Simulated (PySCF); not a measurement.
C4H5BFN.

```xyz
12

N      2.7671     0.0848    -0.3998
C      1.6206     0.2268    -0.5056
C      0.1826     0.3637    -0.6077
C     -0.6791    -0.8628    -1.1012
C     -1.8070    -0.6426    -0.0389
B     -0.7636     0.2881     0.6783
F     -0.6004     0.7135     1.9101
H     -0.0690     1.2644    -1.1963
H     -0.1391    -1.8054    -0.9352
H     -0.9821    -0.8112    -2.1567
H     -2.6626    -0.0836    -0.4550
H     -2.1979    -1.5304     0.4797
```

Geometry: B3LYP-D3(BJ)/def2-SVP. The structure was generated by enumeration; whether it is a known compound was not checked.

These are PySCF with PBE0/pcSseg-1 values and carry that method's errors. Non-relativistic, no solvent.

### Question
Give the absolute GIAO shielding of each atom: isotropic value and principal components (ppm). (The exact figures need the calculation; the answer reports its results.)

### Answer

```csv
atom,σ(iso),σ11,σ22,σ33,span
N1,-40.9,-210.7,-198.7,286.8,497.5
C2,63.2,-56.3,-47.7,293.6,349.9
C3,159.6,128.3,167.0,183.6,55.3
C4,164.3,149.1,166.7,177.0,27.9
C5,161.0,133.8,171.3,178.1,44.3
B6,45.1,-5.7,50.6,90.4,96.1
F7,177.0,2.1,121.7,407.3,405.2
H8,28.9,24.3,29.1,33.3,9.0
H9,29.5,25.9,28.1,34.4,8.6
H10,28.8,25.0,26.8,34.7,9.8
H11,29.7,25.8,27.7,35.6,9.7
H12,29.7,25.3,27.2,36.5,11.2
```
